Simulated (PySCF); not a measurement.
# Radial density of Pm²⁺ (promethium, charge +2)

UHF, [Xe] 4f5, one real determinant. Calculation: PySCF 2.14, in cc-pVTZ-X2C (10s9p7d5f3g1h, 145 functions); the spin-free X2C one-electron Hamiltonian (Gaussian nucleus).

```tsv
r (bohr)	4πr²ρ (e/bohr)	4πr²(ρα − ρβ)
0.0274	71.34	0.0025
0.0461	85.21	0.0046
0.0776	105.6	-0.0016
0.130	78.63	0.0423
0.219	91.15	0.6203
0.369	37.39	2.9127
0.621	41.41	5.1940
1.04	13.79	3.5283
1.76	6.209	0.8075
2.95	0.6124	0.0230
4.97	0.004100	0.0005
```

Densities and radii are taken from the X2C orbitals without a picture-change correction, which distorts them close to the nucleus.

⟨L²⟩ = 24.03 against 30 for a pure H term, so this real determinant mixes terms. Spin-orbit coupling, absent here, splits the open shell strongly.
